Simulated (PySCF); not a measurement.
**Stretching BBr**

Set-up: PySCF, no relativity, basis sets B def2-TZVPPD, Br def2-TZVPPD. Energies in eV from B + Br in their ground configurations at the same level. State: ¹Σ⁺ (singlet), closed shell.

Curves on a restricted Hartree–Fock reference rise too fast on stretching and do not dissociate correctly.

```json
{"R (Å)": "1.633", "r²SCAN0": "-3.561", "MN15": "-3.817", "RHF-CCSD": ""}
{"R (Å)": "1.709", "r²SCAN0": "-4.055", "MN15": "-4.297", "RHF-CCSD": "-3.867"}
{"R (Å)": "1.785", "r²SCAN0": "-4.321", "MN15": "-4.549", "RHF-CCSD": "-4.149"}
{"R (Å)": "1.842", "r²SCAN0": "-4.412", "MN15": "-4.631", "RHF-CCSD": "-4.248"}
{"R (Å)": "1.899", "r²SCAN0": "-4.433", "MN15": "-4.645", "RHF-CCSD": "-4.275"}
{"R (Å)": "1.956", "r²SCAN0": "-4.401", "MN15": "-4.607", "RHF-CCSD": "-4.247"}
{"R (Å)": "2.032", "r²SCAN0": "-4.299", "MN15": "-4.499", "RHF-CCSD": "-4.146"}
{"R (Å)": "2.127", "r²SCAN0": "-4.102", "MN15": "-4.299", "RHF-CCSD": "-3.952"}
{"R (Å)": "2.241", "r²SCAN0": "-3.806", "MN15": "-4.004", "RHF-CCSD": "-3.657"}
{"R (Å)": "2.393", "r²SCAN0": "-3.360", "MN15": "-3.569", "RHF-CCSD": ""}
```

Problem. Put a parabola through the three lowest points of the r²SCAN0 curve and estimate Re, k and ωe (reduced mass 9.662 u; 1 eV/Å² = 0.16022 mdyn/Å; ωe = 1302.8·√(k/μ) cm⁻¹).

Solution. Through R = 1.842, 1.899, 1.956 Å the second-order coefficient is 8.16 eV/Å², so Re ≈ 1.893 Å, k ≈ 2.61 mdyn/Å and ωe ≈ 678 cm⁻¹. A polynomial fit of higher order to the unrounded r²SCAN0 energies gives Re = 1.891 Å, k = 2.70 mdyn/Å, ωe = 688 cm⁻¹; anharmonicity and rounding make the difference.

The higher-order fit for each curve: r²SCAN0: Re = 1.891 Å, ωe = 688 cm⁻¹, De = 4.43 eV; MN15: Re = 1.884 Å, ωe = 692 cm⁻¹, De = 4.65 eV; RHF-CCSD: Re = 1.896 Å, ωe = 693 cm⁻¹, De = 4.27 eV.

Correlated steps freeze 10 core orbitals. Where the molecule has an RHF reference, its open-shell atoms are computed with UHF.
